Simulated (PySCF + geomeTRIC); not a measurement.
Species: AlBr2, SMILES `[Br][Al][Br]` (charge 0, multiplicity 2).

Question: Give a relaxed geometry from TPSSh-D3(BJ)/def2-TZVP run with PySCF + geomeTRIC.

Answer: the end point of this relaxation (outside a Z-matrix the atoms follow the SMILES, hydrogens last).
Z-matrix (Å, degrees):
```
Al
Br 1 2.2747
Br 1 2.2747 2 118.69
```
